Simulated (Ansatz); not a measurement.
**Question.** Predict a relaxed structure of the cluster Al₂Cu₃⁺, charge 1, singlet, at r2SCAN-D4/def2-SVP (Ansatz).

**Answer.** 
```tsv
atom	x (Å)	y (Å)	z (Å)
Al1	-0.037	-1.144	-0.930
Al2	1.222	0.362	0.742
Cu3	-1.168	0.771	0.185
Cu4	0.519	1.144	-1.421
Cu5	-0.535	-1.133	1.423
```
Point group C2v (tolerance 0.1 Å). This is one stationary point.

The relaxation made no stability test and no search for a lower SCF solution. The structure comes from a short search, and lower isomers may exist.
